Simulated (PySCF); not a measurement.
# CoF⁺: frontier orbitals

PBE at R = 1.701 Å; basis Co def2-TZVPPD, F def2-TZVPPD; no relativity; PySCF 2.14. State: quartet, unpaired electrons σ ↑, π ↑, δ ↑, a mixture of terms (⟨Lz²⟩ = 4.8). Only the outer orbitals are listed, counted within each symmetry.

```tsv
spin	orbital	occ.	ε (eV)	on Co (%)	main shells (%)
α	8σ	1	-18.85	47	49 F p, 45 Co d
α	3π	1	-18.10	64	64 Co d, 35 F p
α	1δ	1	-17.25	100	100 Co d
α	3π	1	-17.23	50	50 Co d, 49 F p
α	1δ	1	-16.15	100	100 Co d
α	4π	1	-15.70	37	63 F p, 36 Co d
α	9σ	1	-15.38	64	50 Co d, 36 F p, 12 Co s
α	4π	1	-14.83	52	50 Co d, 49 F p
α	10σ	0	-11.39	96	78 Co s, 14 Co p
α	5π	0	-7.03	102	100 Co p
α	5π	0	-6.95	102	100 Co p
β	8σ	1	-17.69	25	72 F p, 20 Co d
β	3π	1	-16.60	29	71 F p, 28 Co d
β	3π	1	-16.44	23	77 F p, 22 Co d
β	1δ	1	-14.72	98	98 Co d
β	4π	1	-13.79	73	72 Co d, 28 F p
β	1δ	0	-13.44	100	100 Co d
β	4π	0	-13.30	79	78 Co d, 22 F p
β	9σ	0	-12.86	86	71 Co d, 15 Co s, 13 F p
```

Which are the highest filled and the lowest empty level, where do they sit, and how wide is the gap?

Highest filled β 4π at -13.79 eV (in %: 72 Co d, 28 F p); lowest empty β 1δ at -13.44 eV (in %: 100 Co d); the gap at PBE is 0.35 eV.

- bond order (Mayer): 1.10
- ⟨S²⟩: 3.753
- charge on Co (Mulliken, basis-dependent): 1.31
- charge on Co (Löwdin, basis-dependent): 1.20
- dipole moment (positive dipole points towards F; it is taken about the centre of mass and depends on that origin): -4.62 D
- polarisability along the bond: 22.1 bohr³
- polarisability across the bond: 12.6 bohr³

Shares are Mulliken populations and can fall outside 0 to 100 %.

With d or f electrons several states lie close, and the lowest PBE0 determinant need not be the measured ground state.
